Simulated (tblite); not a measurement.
Parent: `[CH3:1][CH2:2][SiH2:3][S:4][SiH2:5][NH2:6]` with C1–C2–Si3–S4 -59°, C2–Si3–S4–Si5 -48°, Si3–S4–Si5–N6 -46°, S4–Si5–N6–H -41° and -179°, C2H11NSSi2.

Structures optimised with GFN2-xTB, isolated species. One conformer each, not checked by frequencies here.

| coordinate of the parent | value |
| --- | --- |
| C1–C2 | 1.525 Å |
| C2–Si3 | 1.901 Å |
| Si3–S4 | 2.147 Å |
| S4–Si5 | 2.152 Å |
| Si5–N6 | 1.720 Å |
| C1–C2–Si3 | 113.0° |
| C2–Si3–S4 | 111.7° |
| Si3–S4–Si5 | 104.8° |
| S4–Si5–N6 | 106.7° |

Task: How does the shared frame change in `[CH3:1][CH2:2][Si@@H:3]([NH2:4])[S:5][SiH2:6][NH2:7]` with C1–C2–Si3–N4 61°, C2–Si3–N4–H -58° and 157°, C2–Si3–S5–Si6 174°, Si3–S5–Si6–N7 161°, S5–Si6–N7–H 26° and 169°, C2H12N2SSi2? Atoms pair as C1 = C1, C2 = C2, Si3 = Si3, S4 = S5, Si5 = Si6, N6 = N7 (parent first).

Result: 
```tsv
parent	relative	value in the relative	change
C1–C2	C1–C2	1.522 Å	-0.003
C2–Si3	C2–Si3	1.891 Å	-0.010
Si3–S4	Si3–S5	2.148 Å	+0.001
S4–Si5	S5–Si6	2.139 Å	-0.013
Si5–N6	Si6–N7	1.710 Å	-0.010
C1–C2–Si3	C1–C2–Si3	112.3°	-0.7
C2–Si3–S4	C2–Si3–S5	108.4°	-3.3
Si3–S4–Si5	Si3–S5–Si6	101.9°	-2.9
S4–Si5–N6	S5–Si6–N7	102.8°	-3.9
```

Of the parent's bonds, S4–Si5 changes most (-0.013 Å). Bonds of the relative outside the shared frame: Si3–N4 1.719 Å. Point group C1 → C1.

Task: How does the shared frame change in `[CH3:1][CH2:2][Si@@H:3]([NH:4][CH3:5])[S:6][SiH2:7][NH2:8]` with C1–C2–Si3–N4 174°, C2–Si3–N4–C5 -59°, C2–Si3–S6–Si7 172°, Si3–S6–Si7–N8 169°, S6–Si7–N8–H 26° and 169°, C3H14N2SSi2? Atoms pair as C1 = C1, C2 = C2, Si3 = Si3, S4 = S6, Si5 = Si7, N6 = N8 (parent first).

Result: 
| parent | relative | value in the relative | change |
| --- | --- | --- | --- |
| C1–C2 | C1–C2 | 1.525 Å | 0.000 |
| C2–Si3 | C2–Si3 | 1.904 Å | +0.003 |
| Si3–S4 | Si3–S6 | 2.145 Å | -0.002 |
| S4–Si5 | S6–Si7 | 2.145 Å | -0.007 |
| Si5–N6 | Si7–N8 | 1.712 Å | -0.008 |
| C1–C2–Si3 | C1–C2–Si3 | 113.0° | 0.0 |
| C2–Si3–S4 | C2–Si3–S6 | 106.7° | -5.0 |
| Si3–S4–Si5 | Si3–S6–Si7 | 101.9° | -2.9 |
| S4–Si5–N6 | S6–Si7–N8 | 102.4° | -4.3 |

Of the parent's bonds, S4–Si5 and Si5–N6 change most and about equally (-0.008 to -0.007 Å). Bonds of the relative outside the shared frame: Si3–N4 1.718, N4–C5 1.443 Å. Point group C1 → C1.

Task: How does the shared frame change in `[CH3:1][CH2:2][Si@H:3]([CH2:4][C:5]#[N:6])[S:7][SiH2:8][NH2:9]` with C1–C2–Si3–C4 66°, C2–Si3–C4–C5 -65°, C2–Si3–S7–Si8 154°, Si3–S7–Si8–N9 49°, S7–Si8–N9–H 180° and 44°, C4H12N2SSi2? Atoms pair as C1 = C1, C2 = C2, Si3 = Si3, S4 = S7, Si5 = Si8, N6 = N9 (parent first).

Result: 
```csv
parent,relative,value in the relative,change
C1–C2,C1–C2,1.527 Å,+0.002
C2–Si3,C2–Si3,1.900 Å,-0.001
Si3–S4,Si3–S7,2.141 Å,-0.006
S4–Si5,S7–Si8,2.161 Å,+0.009
Si5–N6,Si8–N9,1.724 Å,+0.004
C1–C2–Si3,C1–C2–Si3,113.7°,+0.7
C2–Si3–S4,C2–Si3–S7,107.7°,-4.0
Si3–S4–Si5,Si3–S7–Si8,105.7°,+0.9
S4–Si5–N6,S7–Si8–N9,105.5°,-1.2
```

Of the parent's bonds, S4–Si5 changes most (+0.009 Å). Bonds of the relative outside the shared frame: Si3–C4 1.925, C4–C5 1.426, C5≡N6 1.145 Å. Point group C1 → C1.

Task: How does the shared frame change in `[CH2:1]=[CH:2][Si@@H:3]([CH2:4][CH3:5])[S:6][SiH2:7][NH2:8]` with C1–C2–Si3–C4 -100°, C2–Si3–C4–C5 177°, C2–Si3–S6–Si7 64°, Si3–S6–Si7–N8 -172°, S6–Si7–N8–H -172° and -27°, C4H13NSSi2? Atoms pair as C1 = C5, C2 = C4, Si3 = Si3, S4 = S6, Si5 = Si7, N6 = N8 (parent first).

Result: 
```
    parent    relative  value in the relative  change
     C1–C2       C5–C4                1.524 Å  -0.001
    C2–Si3      C4–Si3                1.902 Å  +0.001
    Si3–S4      Si3–S6                2.150 Å  +0.003
    S4–Si5      S6–Si7                2.150 Å  -0.002
    Si5–N6      Si7–N8                1.710 Å  -0.010
 C1–C2–Si3   C5–C4–Si3                 113.3°    +0.3
 C2–Si3–S4   C4–Si3–S6                 106.7°    -5.0
Si3–S4–Si5  Si3–S6–Si7                 102.6°    -2.2
 S4–Si5–N6   S6–Si7–N8                 102.1°    -4.6
```

Of the parent's bonds, Si5–N6 changes most (-0.010 Å). Bonds of the relative outside the shared frame: C1=C2 1.324, C2–Si3 1.884 Å. Point group C1 → C1.

All values are computed, not measured.
